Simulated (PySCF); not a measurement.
Stationary points of [ZrCl3]+

Level of theory: PBE0 in PySCF with Zr def2-TZVP with ECP28, Cl def2-TZVP; scalar-relativistic core potentials, no spin–orbit coupling; density-fitted integrals.

Relaxations began from a few typed shapes. The search is not exhaustive: other isomers or separated fragments can lie lower, and high-lying points may rest on an excited occupation.

Question: Which is the lowest minimum found?
A. singlet C3v: Zr–Cl 2.253 Å (×3); Cl–Zr–Cl 109.0° (×3)
B. singlet D3h: Zr–Cl 2.266 Å (×3); Cl–Zr–Cl 120.0° (×3)

Answer: A. The others lie at 14.3 (singlet D3h, a saddle point) kJ/mol above it.

Formally Zr is in oxidation state +4, d0. A d0 centre has no lone pair, yet it is C3v rather than trigonal planar: covalent bonding through the d orbitals favours lower symmetry. The polar-tensor charge on Zr, 2.28, is far below the formal one.
